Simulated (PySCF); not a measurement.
Isomers of C5H11NS, one GFN2-xTB conformer each. Single-point energies are computed at PBE0/pcSseg-1 (PySCF, gas phase, no added dispersion term), electronic only.

Question: Rank them by PBE0/pcSseg-1 energy, lowest first (kcal/mol).
A. `[NH2:1][C@@H:2]1[CH2:3][CH2:4][C@H:5]([SH:6])[CH2:7]1` with H–N1–C2–C3 -64° and 177°, C4–C5–S6–H -62°, N1–C2–C3–C4 -154°, C2–C3–C4–C5 17°, C3–C4–C5–S6 133°, C4–C5–C7–C2 -30°
B. `[CH3:1]/[N:2]=[CH:3]\[C@@H:4]([CH3:5])[S:6][CH3:7]` with N2–C3–C4–C5 121°, C3–C4–S6–C7 64°

Answer: A (0.0), B (19.0).

As drawn, the lower has an N–H bond and an S–H bond, which the higher lacks; the higher has a C=N bond, which the lower lacks. GFN2-xTB itself gives, in the same order: 0.0, 19.7. Both levels put the same isomer lowest.

Question: Which frontier levels, dipoles and rotational constants go with these structures?

Answer: 
```csv
SMILES,"HOMO (eV, PBE0/pcSseg-1)",LUMO (eV),dipole (D),"A, B, C (MHz)"
N[C@@H]1CC[C@H](S)C1,-6.58,0.69,2.66,"4654, 1264, 1086"
C/N=C\[C@@H](C)SC,-6.46,-0.39,1.91,"2737, 1610, 1160"
```
